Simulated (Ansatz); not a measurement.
Compare A (`[CH3][Ga]([NH2])[CH2]F`) with its isomer B (`C[CH](F)[GaH][NH2]`).

Isolated molecules relaxed with PBE0-D4/def2-TZVP in Ansatz; ΔE leaves out vibrations. CCSD(T)/CBS is the MP2 limit (def2-TZVPP, def2-QZVPP) plus CCSD(T) − MP2 in def2-TZVPP, frozen cores. DFT in def2-TZVPP. B3LYP here is the variant with VWN-RPA as its local correlation; programs differ in this. For Ga outer-core shells are correlated without core-valence functions, which leaves a few kJ/mol of doubt a bond. Scalar relativity is left out up to krypton. Each species was taken in one conformer, which may not be the lowest.

Q: Which is lower in electronic energy at CCSD(T)/CBS, and by how much? (An estimate is asked.)

A: Ansatz gave: A, by 24.4 kJ/mol.

Q: Give E(B) − E(A) in kJ/mol with MP2/def2-TZVPP, PBE-D4, ωB97M-V, HF/def2-TZVPP, B3LYP-D4, B2PLYP, r2SCAN-D4. (Estimate.)

A: Computed: MP2/def2-TZVPP 27.0, PBE-D4 19.6, ωB97M-V 20.9, HF/def2-TZVPP 20.5, B3LYP-D4 20.8, B2PLYP 23.6, r2SCAN-D4 19.4. None reverses the order clearly.

Largest T1 diagnostic: 0.013.

In def2-TZVPP, CCSD(T) changes the Hartree–Fock value by +3.5 kJ/mol (the triples alone add −0.3 kJ/mol) and MP2 by +6.5 kJ/mol.
